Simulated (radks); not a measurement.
Values are calculated unless marked as measured or tabulated.
Orbital eigenvalues (eV) of neutral sulfur, [Ne] 3s2 3p4, at several levels of relativity; Dirac values are averaged over j with weights 2j + 1. Spin-unpolarised spherical Kohn-Sham, BLYP, point nucleus unless stated (finite: rms radius 3.2611 fm), a radial shooting solver on a logarithmic mesh with Libxc functionals. A level marked "c x" has the speed of light scaled by that factor and shares open shells by 2j + 1; other Dirac levels either fill j = l - 1/2 first or share by 2j + 1.

shell,non-rel.,scalar-rel.,"scalar-rel., finite nucleus","Dirac, low j first","change of magnitude, last against first (%)"
1s,-2399.0,-2407.4,-2407.4,-2407.1,+0.34
2s,-210.28,-211.57,-211.57,-211.52,+0.59
2p,-156.56,-156.57,-156.57,-156.52,-0.02
3s,-16.997,-17.113,-17.113,-17.100,+0.60
3p,-6.8775,-6.8653,-6.8653,-6.8550,-0.33
